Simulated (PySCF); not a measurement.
SMILES c1ccccc1Sc1[se]ccc1 (C10H8SSe), singlet, GFN2-xTB optimised geometry.

```
20

C     -0.70    -2.91     0.00
C     -1.39    -1.71     0.02
C     -0.70    -0.51     0.03
C      0.69    -0.52     0.00
S      1.62     1.00     0.03
C      0.62     2.04    -0.96
C      0.40     3.36    -0.71
C     -0.36     4.03    -1.70
C     -0.75     3.25    -2.75
Se    -0.13     1.51    -2.61
C      1.39    -1.72     0.00
C      0.69    -2.91     0.00
H     -1.24    -3.85    -0.01
H     -2.47    -1.71     0.03
H     -1.24     0.42     0.06
H      0.76     3.85     0.18
H     -0.63     5.07    -1.62
H     -1.34     3.56    -3.59
H      2.47    -1.71    -0.01
H      1.23    -3.85    -0.01
```

Density from PBE0/def2-SVP run with PySCF 2.14.0 at that geometry.

Minimum of the electron density along straight lines between bonded atoms, close to the bond critical point (lines longer than 1.1 times the sum of covalent radii, or with two minima, are not listed):

```csv
bond,length / Å,ρ at the minimum / e bohr⁻³,∇²ρ there / e bohr⁻⁵,position (fraction from the first atom)
C1–C2,1.385,0.312,-0.80,0.50
C2–C3,1.383,0.312,-0.80,0.50
C3–C4,1.388,0.309,-0.78,0.49
C4–S5,1.780,0.194,…,0.47
S5–C6,1.756,0.200,-0.42,0.51
C6–C7,1.362,0.320,-0.80,0.52
C7–C8,1.415,0.295,…,0.50
C8–C9,1.356,0.323,-0.82,0.49
C6–Se10,1.886,0.163,…,0.49
C9–Se10,1.858,0.172,-0.20,0.49
C4–C11,1.388,0.310,-0.79,0.51
C1–C12,1.385,0.311,-0.80,0.50
C11–C12,1.383,0.312,-0.80,0.50
C1–H13,1.079,0.284,-1.08,0.63
C2–H14,1.080,0.284,-1.08,0.63
C3–H15,1.082,0.284,-1.10,0.64
C7–H16,1.076,0.284,-1.09,0.64
C8–H17,1.077,0.283,-1.08,0.63
C9–H18,1.075,0.283,-1.10,0.64
C11–H19,1.079,0.284,-1.09,0.63
C12–H20,1.079,0.284,-1.09,0.63
```

Problem. Some entries are withheld; supply them.

Solution. 
- C4–S5, ∇²ρ there / e bohr⁻⁵: -0.38
- C7–C8, ∇²ρ there / e bohr⁻⁵: -0.73
- C6–Se10, ∇²ρ there / e bohr⁻⁵: -0.17
